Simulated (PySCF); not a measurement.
All values below come from PySCF 2.14.0 with r2SCAN-D4/def2-TZVP. Isolated molecules, 0 K electronic values unless said otherwise. One relaxed conformer stands for a flexible species; it need not be the lowest. 

Reference species (SMILES): `F[SiH]F` (neutral, multiplicity 2).

| Quantity | Result |
|---|---|
| highest occupied spin orbital | -6.08 eV |

Changed species: `F[Si](F)[SeH]` (F–Si–Se–H torsion 62°) (radical fragment; the reference has radical fragment).

Q: Predict the effect on the highest occupied spin orbital.

A: the highest occupied spin orbital rises by 0.10 eV, to -5.98 eV.
